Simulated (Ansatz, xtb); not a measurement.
**Relative energy of two isomers of C5H4O2Se**

Structure X: `O=COc1cc[se]c1`, a singlet. Structure Y: `O=COc1ccc[se]1`, a singlet. Both are isolated molecules in the gas phase, relaxed with B3LYP-D3(BJ)/def2-SVP; the shapes shown needn't be the lowest conformers.

X (Å):

```xyz
12

C    -3.1892    1.0614    1.2395
C    -1.3712   -0.0610    0.1368
C    -1.0476   -1.0272   -0.8745
C     0.2902   -1.2390   -1.0348
C    -0.3080    0.5053    0.7904
O    -2.5440    1.7384    1.9884
O    -2.7203    0.1848    0.3327
Se    1.3028   -0.1853    0.1345
H    -4.2969    1.0546    1.1787
H    -1.8230   -1.5340   -1.4508
H     0.7702   -1.9200   -1.7356
H    -0.3382    1.2485    1.5789
```

Y (Å):

```xyz
12

C    -3.5182    1.2908    1.0106
C    -1.6875   -0.0293    0.2769
C    -1.1796   -1.2206   -0.1614
C     0.2267   -1.1884   -0.4275
C     0.8322    0.0163   -0.2033
O    -2.8880    2.2988    1.1739
O    -3.0177    0.1193    0.5795
Se   -0.3717    1.3224    0.4039
H    -4.6039    1.1710    1.1891
H    -1.8084   -2.1026   -0.2893
H     0.7717   -2.0649   -0.7835
H     1.8854    0.2586   -0.3404
```

Quicker runs give these differences E(Y) − E(X): GFN2-xTB −0.218 eV; HF/STO-3G +0.137 eV (at GFN2-xTB geometries); r2SCAN-D4/def2-SVP +0.041 eV (at GFN2-xTB geometries).

Problem. Estimate E(Y) − E(X) at the level CCSD(T)/def2-SVP + ΔMP2/def2-TZVPP.

Solution. Too close to call at this level: CCSD(T)/def2-SVP + ΔMP2/def2-TZVPP gives E(Y) − E(X) = +0.056 eV.

How the difference moves with the method:

```tsv
level	geometry	E(Y) − E(X) (eV)	departure from the last row (eV)	job, with rough time for the two
GFN2-xTB	GFN2-xTB	−0.218	−0.274	optimisation, 0.36 s
HF/STO-3G	GFN2-xTB	+0.137	+0.081	single point, 0.58 s
r2SCAN-D4/def2-SVP	GFN2-xTB	+0.041	−0.015	single point, 4.9 s
B3LYP-D3(BJ)/def2-SVP	B3LYP-D3(BJ)/def2-SVP	+0.020	−0.036	optimisation, 44 s
HF/def2-SVP	B3LYP-D3(BJ)/def2-SVP	+0.140	+0.084	part of the CCSD(T) run
MP2/def2-SVP	B3LYP-D3(BJ)/def2-SVP	+0.059	+0.003	part of the CCSD(T) run
CCSD(T)/def2-SVP	B3LYP-D3(BJ)/def2-SVP	+0.058	+0.002	single point
CCSD(T)/def2-SVP + ΔMP2/def2-TZVPP	B3LYP-D3(BJ)/def2-SVP	+0.056		single point, 2.3 min
```

As drawn, both hold the same kinds of bond in the same numbers.

GFN2-xTB puts the two in the other order. B3LYP-D3(BJ)/def2-SVP finds them nearly level. The largest departure from CCSD(T)/def2-SVP + ΔMP2/def2-TZVPP is that of GFN2-xTB, 0.274 eV. The last row adds to CCSD(T) the change of the MP2 difference between the two basis sets, here −0.002 eV.

With thermal terms from frequencies at re-optimised GFN2-xTB minima (ideal gas, soft modes damped towards free rotors, one conformer each, 298.15 K, 1 atm): on the last row, ΔE + ΔZPE = +0.072, ΔH = +0.066, ΔG = +0.090 eV.

The correlated steps freeze 16 core orbitals; the filled d shell of Se is correlated, in a basis made for valence electrons. Run with Ansatz 0.2.0, xtb 6.7.1; the last row on 4 threads of Arm Neoverse V1 on a shared host.
